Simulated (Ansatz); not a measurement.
```yaml
crystal:
  periodic: [false, false, false]
  atoms:
    - {symbol: C, position_ang: [0.367065, 0.610493, 0.311843]}
    - {symbol: Si, position_ang: [0.067065, 0.310493, 0.011843]}
    - {symbol: C, position_ang: [1.860813, -0.215726, 0.136845]}
    - {symbol: C, position_ang: [-0.663141, -0.378304, -1.577110]}
    - {symbol: O, position_ang: [0.026219, 1.936988, 0.034431]}
    - {symbol: Cu, position_ang: [-1.408741, 2.988819, -0.053086]}
    - {symbol: H, position_ang: [-0.812985, -1.517612, 1.470414]}
    - {symbol: H, position_ang: [-1.951607, -0.171796, 1.396190]}
    - {symbol: H, position_ang: [-0.505767, -0.048686, 2.405416]}
    - {symbol: H, position_ang: [2.439823, 0.184097, -0.699592]}
    - {symbol: H, position_ang: [1.957962, -1.305301, 0.126977]}
    - {symbol: H, position_ang: [2.309019, 0.156507, 1.061663]}
    - {symbol: H, position_ang: [-0.144914, 0.028025, -2.450169]}
    - {symbol: H, position_ang: [-0.583500, -1.468837, -1.617422]}
    - {symbol: H, position_ang: [-1.723701, -0.123301, -1.670026]}
basis:
  gaussian: {orbitals: pcseg-2}
total_charge: 1
magnetization: {spin_polarized: true, initial_magnetization: 1}
hamiltonian: {xc: {name: B3LYP}, dispersion: d4}
```

```sh
$ ansatz run in.yaml --threads 2 --pin off --events-out ev --progress --plain --max-ram 32768MiB --backend cuda --devices 0, --max-vram 18GiB
```

Output, abridged:

```
Functional definition: B3LYP
1868 factors; their error is unknown
mean field evaluation 1: about -57448.3818 eV, gradient 1.6e2 eV
mean field evaluation 2: about -55260.3636 eV, gradient 5.3e2 eV
mean field evaluation 4: about -57479.2685 eV, gradient 1.7e2 eV
mean field evaluation 8: about -57569.3200 eV, gradient 1.8e1 eV
mean field evaluation 16: about -57571.5397 eV, gradient 3.3e-1 eV
mean field evaluation 32: about -57571.7571 eV, gradient 2.1e-4 eV
mean field evaluation 96: about -57571.5201 eV, gradient 2.2e-4 eV
mean field evaluation 128: about -57571.7272 eV, gradient 1.6e-3 eV
mean field -57571.75713787 eV, -2115.7230512783 hartree, gradient 2.2e-5 eV, S^2 1.495305; 10 other end points of the search recorded, 0 dependent functions left out
reference -57571.75748196 eV, -2115.7230639231 hartree; 39, 38 occupied and 297, 298 virtual orbitals, 1868 factors
Total energy: -57572.42978364 eV, -2115.7477705543 hartree
```

In this input one atom was put on top of another. Self-consistency was reached. The result belongs to that input, not to the molecule as meant.
